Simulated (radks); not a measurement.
Pm4+, 57 electrons, occupied as [Xe] 4f3 (the NIST ground configuration). Calculated with a radial shooting solver on a logarithmic mesh with Libxc functionals: Dirac Kohn-Sham, LDA (Slater exchange, Perdew-Wang correlation), spin-unpolarised, spherical densities, point nucleus; open shells are shared between the two j in proportion to 2j + 1.

Normalised radial functions P(r) = r R(r) (large component), r in bohr:

r	4f7/2
0.001637	0.0000
0.002165	0.0000
0.002865	0.0000
0.003761	0.0000
0.004976	0.0000
0.006531	0.0000
0.008642	0.0000
0.01134	0.0000
0.01501	0.0001
0.01986	0.0003
0.02607	0.0007
0.03449	0.0020
0.04527	0.0051
0.0599	0.0129
0.07862	0.0301
0.104	0.0677
0.1376	0.1410
0.1807	0.2638
0.239	0.4541
0.3138	0.6864
0.4151	0.9189
0.5449	1.0570
0.721	1.0470
0.954	0.8882
1.252	0.6507
1.657	0.3969
2.175	0.1992
2.877	0.0732
3.777	0.0188
4.997	0.0027

4f7/2: eigenvalue -50.932 eV, 0 radial nodes, <r> = 0.875 bohr, 90 % of the charge inside 1.46 bohr.
